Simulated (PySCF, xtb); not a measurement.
(Z)-2,3-difluorobut-2-ene (C₄H₆F₂), SMILES C/C(F)=C(/F)C.

xtb with GFN2-xTB at its own geometry gives an orbital gap of 4.93 eV and a dipole moment of 4.14 D.

Coordinates come from a B3LYP-D3(BJ)/def2-SVP optimisation.

### Question
What does PBE/def2-TZVP (PySCF) give? (Estimate from the structure and the level; the computed values follow.)

### Answer
gap 5.26 eV (levels -5.49 and -0.23 eV), dipole 2.78 D.
